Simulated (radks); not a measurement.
Results of a calculation; reference values are marked as such.
How relativity changes the ionisation of the holmium ion Ho2+ ([Xe] 4f11) to Ho3+ ([Xe] 4f10). Spin-unpolarised spherical Kohn-Sham, PBE, point nucleus unless stated (finite: rms radius 5.2022 fm), a radial shooting solver on a logarithmic mesh with Libxc functionals. A level marked "c x" has the speed of light scaled by that factor and shares open shells by 2j + 1; other Dirac levels either fill j = l - 1/2 first or share by 2j + 1.

level	E(Ho2+) (hartree)	E(Ho3+) (hartree)	IE (eV)	HOMO	<r> HOMO (bohr)
non-rel.	-12068.0417	-12066.9395	29.991	4f	0.8009
scalar-rel.	-12615.6820	-12614.7279	25.962	4f	0.8426
scalar-rel., finite nucleus	-12614.4955	-12613.5414	25.963	4f	0.8426
Dirac, 2j+1 shares	-12627.7928	-12626.8419	25.877	4f7/2	0.8516
Dirac, low j first	-12627.8391	-12626.9079	25.339	4f7/2	0.8531
Dirac, 2j+1 shares, finite nucleus	-12626.5982	-12625.6472	25.878	4f7/2	0.8516
Dirac, c x 0.75	-13187.5350	-13186.6916	22.950	4f7/2	0.9049
Dirac, c x 1.5	-12299.6584	-12298.6248	28.124	4f7/2	0.8215
Dirac, c x 5	-12087.9280	-12086.8321	29.821	4f7/2	0.8026

NIST Atomic Spectra Database: 22.79 eV (semi-empirical). The relativistic part of the total energy of Ho2+ is -558.6 hartree (Dirac, 2j+1 shares, finite nucleus), 4.6 % of the non-relativistic value. Spin polarisation and multiplet splitting of open shells are left out at every level.

Beside tabulated values, note that relativity, absent from the non-relativistic runs, is large for the heavy elements, and spin-unpolarised runs miss the spin-polarisation part of the exchange energy of open shells.
